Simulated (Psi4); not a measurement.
## SnHSCl3 (SMILES [SH][Sn]([Cl])([Cl])[Cl]): methods side by side

SnHSCl3 has 6 atoms, charge 0, and is taken as a singlet. SMILES: `[SH][Sn]([Cl])([Cl])[Cl]`. The shape was relaxed beforehand at PBE0/def2-TZVP.

Each level gives the dipole moment (D). The values are calculated.

| level | kind | program | value (D) | CPU time |
| --- | --- | --- | --- | --- |
| PBE-D4/def2-TZVPP (density fitting, core potential) | GGA | Psi4 | 1.69 | 73 s |
| r2SCAN-D4/def2-TZVPP (density fitting, core potential) | meta-GGA | Psi4 | 1.74 | 3.6 min |
| B3LYP-D4/def2-TZVPP (density fitting, core potential) | global hybrid | Psi4 | 1.75 | 65 s |
| PBE0-D4/def2-TZVPP (density fitting, core potential) | global hybrid | Psi4 | 1.75 | 75 s |
| wB97M-V/def2-TZVPP (density fitting, core potential) | range-separated hybrid | Psi4 | 1.73 | 4.3 min |

The values span 1.69 to 1.75 D. Magnitudes only. CPU times are rough (shared hosts, several kinds of processor): they show what a rung costs within a factor of a few.
